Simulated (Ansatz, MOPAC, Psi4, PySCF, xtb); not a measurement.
Noncovalent pair: HF (SMILES F) (first 2 atoms) with HCl (SMILES Cl); geometry from B3LYP-D3(BJ)/def2-TZVP.
(charge 0, multiplicity 1):
```xyz
4

F     -0.012    -0.084    -0.139
H      0.154     0.134     0.751
Cl    -0.026     0.481     3.007
H     -1.240     0.063     2.989
```

```
level                                          interaction energy (kcal/mol)  minus CCSD(T)/CBS(aug-cc-pV(T+d)Z, aug-cc-pV(Q+d)Z)   cost
---------------------------------------------  -----------------------------  ---------------------------------------------------  -----
AM1                                                                    -0.66                                                 2.37      -
GFN1-xTB                                                               -3.79                                                -0.76      -
HF/3-21G (no counterpoise)                                             -1.97                                                 1.06      -
HF/aug-cc-pV(D+d)Z                                                     -1.35                                                 1.68      -
HF/aug-cc-pV(Q+d)Z                                                     -1.46                                                 1.57      -
PBE/def2-TZVPPD                                                        -3.37                                                -0.35     ×1
BLYP-D3(BJ)/def2-TZVPPD                                                -3.31                                                -0.28     ×1
BP86/6-31G* (no counterpoise)                                          -2.25                                                 0.78      -
revPBE-D4/def2-TZVPPD                                                  -3.01                                                 0.02     ×1
r2SCAN-D3(BJ)/def2-TZVPPD                                              -3.51                                                -0.48     ×2
B97M-V/def2-TZVPPD                                                     -3.31                                                -0.28     ×3
BHLYP-D3(BJ)/def2-TZVPPD                                               -3.41                                                -0.38     ×1
wB97M-V/def2-TZVPPD                                                    -3.09                                                -0.06     ×4
B2PLYP/def2-TZVPPD                                                     -2.74                                                 0.29     ×2
MP2/6-31G*                                                             -1.18                                                 1.85      -
MP2/aug-cc-pV(D+d)Z                                                    -2.29                                                 0.73      -
MP2/aug-cc-pV(T+d)Z                                                    -2.82                                                 0.20      -
CCSD/aug-cc-pV(D+d)Z                                                   -2.00                                                 1.03      -
CCSD(T)/CBS(aug-cc-pV(T+d)Z, aug-cc-pV(Q+d)Z)                          -3.03                                                 0.00  ×800*
SAPT0/jun-cc-pV(D+d)Z                                                  -2.17                                                 0.86      -
```

 The comparison column counts from a level with limits of its own.

The rows run from -3.79 (GFN1-xTB) to -0.66 kcal/mol (AM1). From aug-cc-pV(D+d)Z to aug-cc-pV(T+d)Z MP2 changes by -0.53. The 4 functionals in def2-TZVPPD without D3 or D4 span 0.64, from PBE to B2PLYP.

Interaction energies are E(AB) − E(A) − E(B) at the monomers' geometry in the complex; basis-set methods are counterpoise corrected. Rows marked so take none.

Correlated levels freeze the cores. CBS(a, b) extrapolates the correlation energy as X⁻³ and adds the Hartree–Fock energy of set b. Rows in 3-21G, 6-31G* carry no dispersion term and start afresh at each structure (6-31G* with six Cartesian d functions). MP2/6-31G* freezes PySCF's default core. The state that AM1 reach isn't checked.

The values were computed with Ansatz (a program for electronic structure) with Gaussian orbitals; MOPAC for AM1 (differences of heats of formation); Psi4 for SAPT; PySCF for 3-21G rows, 6-31G* rows, the dispersion terms; xtb for the GFN methods. Values without a source in brackets are computed.

Costs are rough ratios of core time to PBE/def2-TZVPPD (about 1.0 s over the structures, on one shared machine); a dash marks a level with no comparable run of its own. A star marks coupled-cluster runs past 200 virtual orbitals, where the program's memory plan changes under this machine's limit, so their costs aren't comparable with smaller runs.
